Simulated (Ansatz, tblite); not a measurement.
Removing and adding an electron: Li8F8 (started as a model of: 1x4x4 LiF rock-salt block). Total charge 0; singlet. Geometry: PBE0-D4/def2-SVP. Ansatz, gas phase; energy differences of separate SCF runs; the oxidised species was run as a doublet alone; the reduced species was run as a doublet alone.

Cartesian coordinates in Å:
```
Li 1.3197 0.4148 3.3120
F 0.1419 -0.7307 2.8419
Li -1.4539 -1.1551 2.1289
F -2.5055 -2.2605 1.3599
F 1.8318 1.1055 1.8367
Li 0.5796 -0.1020 1.1095
F -1.1805 -0.1173 0.5860
Li -2.2981 -1.4724 -0.1415
Li 2.2959 1.4745 0.1412
F 1.1886 0.1114 -0.5875
Li -0.5718 0.0932 -1.1103
F -1.8331 -1.1048 -1.8371
F 2.4985 2.2659 -1.3589
Li 1.4551 1.1543 -2.1296
F -0.1407 0.7296 -2.8404
Li -1.3274 -0.4065 -3.3108
```

The xTB rows come from tblite. HOMO above LUMO, or a gap near zero within one spin, warns that the state may not be the lowest or that an electron is smeared out.

| level | −HOMO (eV) | vertical IE (eV) | −LUMO (eV) | vertical EA (eV) | HOMO–LUMO gap (eV) | IE − EA (eV) | remarks |
| --- | --- | --- | --- | --- | --- | --- | --- |
| GFN1-xTB | 10.56 | 13.11 | 7.06 | 5.21 | 3.50 | 7.90 | – |
| GFN2-xTB | 10.30 | 13.13 | 4.04 | 2.02 | 6.25 | 11.10 | – |
| PBE-D4/def2-TZVPD | 6.70 | – | 1.19 | 0.45 | 5.50 | – | HOMO above zero (-1 doublet), gap within one spin near zero (-1 doublet) |
| r2SCANh-D4/def2-TZVP | 7.76 | 10.28 | 0.39 | – | 7.37 | – | – |
| r2SCANh-D4/def2-TZVPD | 7.79 | – | 0.45 | 0.24 | 7.34 | – | HOMO above zero (-1 doublet), gap within one spin near zero (-1 doublet) |
| PBE0-D4/def2-TZVP | 8.57 | 10.63 | 0.62 | – | 7.95 | – | – |
| PBE0-D4/def2-TZVPD | 8.61 | – | 0.66 | 0.29 | 7.94 | – | HOMO above zero (-1 doublet) |

Run but left out: PBE-D4/def2-TZVP (charge +1 doublet: an occupied level 0.07 eV above an empty one).   A HOMO above zero means that the electron is unbound at that level or that self-interaction error raises the level; the energy of removing that electron tells which. Raw xTB energy differences between charge states are shifted by several eV; the methods need an empirical correction for them.
